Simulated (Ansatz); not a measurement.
Harmonic vibrations of CH₂AsN, SMILES `C1=N[AsH]1` by finite differences.

```yaml
crystal:
  periodic: [false, false, false]
  atoms:
    - {symbol: C, position_ang: [-0.023780, -0.709465, 0.262007]}
    - {symbol: N, position_ang: [-1.101333, -0.118601, 0.374659]}
    - {symbol: As, position_ang: [-0.000236, 0.606579, -1.145584]}
    - {symbol: H, position_ang: [0.467184, -1.532399, 0.776171]}
    - {symbol: H, position_ang: [0.708065, 1.680288, -0.308653]}
basis:
  gaussian: {orbitals: def2-TZVP}
hamiltonian: {xc: pbe0, dispersion: d4}
phonons: {temperatures: {t_min: 298.15, t_max: 900, t_step: 200}}
```

```sh
$ ansatz run in.yaml --threads 2 --pin off --events-out ev --progress --plain --max-ram 4352MiB
```

Output, abridged:

```
Functional definition: PBE0
mean field -63389.47108662 eV, -2329.5200955065 hartree, gradient 4.1e-5 eV, S^2 0.000000; 0 other end points of the search recorded, 0 dependent functions left out
mean field -63389.47088844 eV, -2329.5200882235 hartree, gradient 2.0e-6 eV, S^2 0.000000; 0 other end points of the search recorded, 0 dependent functions left out
mean field -63389.47088091 eV, -2329.5200879469 hartree, gradient 2.0e-6 eV, S^2 0.000000; 0 other end points of the search recorded, 0 dependent functions left out
mean field -63389.47092719 eV, -2329.5200896476 hartree, gradient 2.0e-6 eV, S^2 0.000000; 0 other end points of the search recorded, 0 dependent functions left out
mean field -63389.47093353 eV, -2329.5200898806 hartree, gradient 2.0e-6 eV, S^2 0.000000; 0 other end points of the search recorded, 0 dependent functions left out
mean field -63389.47101706 eV, -2329.5200929504 hartree, gradient 2.0e-6 eV, S^2 0.000000; 0 other end points of the search recorded, 0 dependent functions left out
mean field -63389.47101562 eV, -2329.5200928973 hartree, gradient 2.0e-6 eV, S^2 0.000000; 0 other end points of the search recorded, 0 dependent functions left out
mean field -63389.47088891 eV, -2329.5200882410 hartree, gradient 2.0e-6 eV, S^2 0.000000; 0 other end points of the search recorded, 0 dependent functions left out
mean field -63389.47090412 eV, -2329.5200887997 hartree, gradient 2.0e-6 eV, S^2 0.000000; 0 other end points of the search recorded, 0 dependent functions left out
mean field -63389.47102038 eV, -2329.5200930722 hartree, gradient 2.0e-6 eV, S^2 0.000000; 0 other end points of the search recorded, 0 dependent functions left out
mean field -63389.47102299 eV, -2329.5200931683 hartree, gradient 2.0e-6 eV, S^2 0.000000; 0 other end points of the search recorded, 0 dependent functions left out
mean field -63389.47106257 eV, -2329.5200946227 hartree, gradient 2.0e-6 eV, S^2 0.000000; 0 other end points of the search recorded, 0 dependent functions left out
mean field -63389.47105060 eV, -2329.5200941830 hartree, gradient 2.0e-6 eV, S^2 0.000000; 0 other end points of the search recorded, 0 dependent functions left out
mean field -63389.47106472 eV, -2329.5200947016 hartree, gradient 2.0e-6 eV, S^2 0.000000; 0 other end points of the search recorded, 0 dependent functions left out
mean field -63389.47105686 eV, -2329.5200944130 hartree, gradient 2.0e-6 eV, S^2 0.000000; 0 other end points of the search recorded, 0 dependent functions left out
mean field -63389.47103465 eV, -2329.5200935968 hartree, gradient 2.0e-6 eV, S^2 0.000000; 0 other end points of the search recorded, 0 dependent functions left out
mean field -63389.47102953 eV, -2329.5200934084 hartree, gradient 2.0e-6 eV, S^2 0.000000; 0 other end points of the search recorded, 0 dependent functions left out
mean field -63389.47101429 eV, -2329.5200928485 hartree, gradient 2.0e-6 eV, S^2 0.000000; 0 other end points of the search recorded, 0 dependent functions left out
mean field -63389.47102662 eV, -2329.5200933017 hartree, gradient 2.0e-6 eV, S^2 0.000000; 0 other end points of the search recorded, 0 dependent functions left out
mean field -63389.47105564 eV, -2329.5200943682 hartree, gradient 2.0e-6 eV, S^2 0.000000; 0 other end points of the search recorded, 0 dependent functions left out
mean field -63389.47105724 eV, -2329.5200944269 hartree, gradient 2.0e-6 eV, S^2 0.000000; 0 other end points of the search recorded, 0 dependent functions left out
mean field -63389.47102135 eV, -2329.5200931081 hartree, gradient 2.0e-6 eV, S^2 0.000000; 0 other end points of the search recorded, 0 dependent functions left out
mean field -63389.47102569 eV, -2329.5200932674 hartree, gradient 2.0e-6 eV, S^2 0.000000; 0 other end points of the search recorded, 0 dependent functions left out
mean field -63389.47105829 eV, -2329.5200944656 hartree, gradient 2.0e-6 eV, S^2 0.000000; 0 other end points of the search recorded, 0 dependent functions left out
mean field -63389.47105744 eV, -2329.5200944344 hartree, gradient 2.0e-6 eV, S^2 0.000000; 0 other end points of the search recorded, 0 dependent functions left out
mean field -63389.47107344 eV, -2329.5200950221 hartree, gradient 2.0e-6 eV, S^2 0.000000; 0 other end points of the search recorded, 0 dependent functions left out
mean field -63389.47107202 eV, -2329.5200949699 hartree, gradient 2.0e-6 eV, S^2 0.000000; 0 other end points of the search recorded, 0 dependent functions left out
mean field -63389.47106236 eV, -2329.5200946149 hartree, gradient 2.0e-6 eV, S^2 0.000000; 0 other end points of the search recorded, 0 dependent functions left out
mean field -63389.47105416 eV, -2329.5200943136 hartree, gradient 2.0e-6 eV, S^2 0.000000; 0 other end points of the search recorded, 0 dependent functions left out
mean field -63389.47106369 eV, -2329.5200946638 hartree, gradient 2.0e-6 eV, S^2 0.000000; 0 other end points of the search recorded, 0 dependent functions left out
mean field -63389.47106560 eV, -2329.5200947342 hartree, gradient 2.0e-6 eV, S^2 0.000000; 0 other end points of the search recorded, 0 dependent functions left out
Total energy: -63389.54664510 eV, -2329.5228722294 hartree
Atom 0 at    -0.023780    -0.709465     0.262007 Å, force     0.000751     0.000033    -0.000228 eV/Å
Atom 1 at    -1.101333    -0.118601     0.374659 Å, force    -0.000783     0.000487     0.000238 eV/Å
Atom 2 at    -0.000236     0.606579    -1.145584 Å, force     0.000404    -0.001135     0.000816 eV/Å
Atom 3 at     0.467184    -1.532399     0.776171 Å, force    -0.000185     0.000512    -0.000814 eV/Å
Atom 4 at     0.708065     1.680288    -0.308653 Å, force    -0.000187     0.000102    -0.000011 eV/Å
Dipole moment:     0.376719    -0.164036    -0.009572 e Å
Vibrations: 484.57 622.18 643.62 784.26 858.04 1037.06 1747.30 2145.05 3163.64 cm⁻¹, zero-point energy 0.712024 eV
```

Hardware: 2 threads of an Intel Xeon on a shared host. Wall time 33 s, peak host memory 0.25 GiB.
